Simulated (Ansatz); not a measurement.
Total energies of Cd₁₄H₃₄S₁₄ from Ansatz at PBE0-D4/def2-TZVP, gas phase (1 Eh = 27.2114 eV = 2625.5 kJ/mol). The reference geometry is relaxed at PBE-D4/def2-SVP.

Cartesian coordinates in Å:
```
S -1.708 4.104 2.257
Cd 0.172 5.286 0.911
Cd -2.636 3.749 -2.822
S -0.355 3.684 -1.177
Cd -0.059 2.492 3.683
S 1.967 3.401 2.159
Cd -3.253 1.733 1.853
S -3.495 2.066 -0.789
S -0.812 0.842 1.763
Cd 0.156 1.210 -0.518
Cd 3.748 1.500 1.874
S 2.817 1.400 -0.656
Cd -3.287 -0.309 -1.940
S -0.588 -0.304 -2.394
Cd -2.066 0.671 -4.624
Cd 4.038 0.309 -2.746
S 1.920 1.288 -4.227
S -3.225 -3.788 3.192
Cd -0.157 -1.427 2.689
S 2.464 -0.982 2.130
Cd -1.755 -5.049 1.230
S -3.868 -1.882 -0.107
S -0.612 -2.880 0.519
Cd 0.227 -2.621 -2.060
Cd 3.795 -2.674 0.637
S 2.920 -1.882 -1.697
Cd 0.611 -6.904 2.213
S 1.950 -5.072 0.171
H -2.210 5.070 3.078
H -3.656 5.458 0.476
H 0.893 6.817 0.807
H 3.609 5.013 -1.057
H -4.061 5.915 0.006
H -3.395 5.265 -2.920
H 0.682 3.919 -2.030
H 0.044 2.264 5.361
H 3.285 4.914 -0.365
H 2.621 4.206 3.042
H -4.600 1.549 2.866
H -4.850 2.190 -0.855
H 5.328 1.368 2.483
H 2.893 2.742 -0.880
H -3.678 -0.058 -3.697
H -2.043 2.384 -3.893
H -1.487 0.025 -6.090
H 5.587 0.422 -3.424
H 1.887 0.469 -5.316
H 0.900 0.566 -3.549
H -3.042 -4.714 4.177
H -2.118 -3.043 3.622
H -0.676 -2.286 4.100
H 3.070 -1.348 3.295
H -2.357 -6.461 0.482
H -4.062 -2.979 -0.894
H -1.918 -2.338 0.222
H 0.480 -4.279 -2.488
H 5.163 -3.581 1.076
H 3.536 -2.861 -2.417
H -0.327 -5.527 2.714
H 1.469 -8.325 1.983
H 2.862 -5.897 -0.421
H 1.259 -4.819 -1.021
```

```tsv
state	geometry	energy (Eh)
charge 0 singlet	reference	-7942.50728
charge 1 doublet	reference	-7942.21349
charge -1 doublet	reference	-7942.54958
free S atom (triplet)	–	-397.97371
free Cd atom (singlet)	–	-167.77479
free H atom (doublet)	–	-0.50104
```

In the def2 sets Cd takes a core potential; there is no spin–orbit coupling. Single mean-field runs in def2-TZVP are fitted with def2-universal-jkfit.

Work out the vertical ionisation energy to the doublet.

E(charge 1 doublet) − E(charge 0 singlet) = -7942.21349 − (-7942.50728) = 0.29379 Eh = 7.99 eV. For comparison, −ε of the highest occupied level is 6.96 eV at this level, 1.03 eV less.

Work out the vertical electron affinity, to the doublet.

E(charge 0 singlet) − E(charge -1 doublet) = -7942.50728 − (-7942.54958) = 0.04230 Eh = 1.15 eV. The basis lacks diffuse functions, which makes affinities too small.

Give the fundamental gap IE − EA, the Mulliken electronegativity (IE + EA)/2 and the hardness (IE − EA)/2.

From the values in Eh: IE − EA = 0.29379 − 0.04230 = 0.25149 Eh = 6.84 eV; (IE + EA)/2 = 4.57 eV; (IE − EA)/2 = 3.42 eV. The HOMO–LUMO gap of the same run is 5.05 eV, 1.79 eV smaller than the fundamental gap.

What is the binding energy per atom against free atoms?

Atoms: 14 × (-397.97371) + 14 × (-167.77479) + 34 × (-0.50104) = -7937.51436 Eh. Binding: -7937.51436 − (-7942.50728) = 4.99292 Eh = 135.86 eV, or 2.19 eV for each of 62 atoms (no zero-point energy, no counterpoise term).
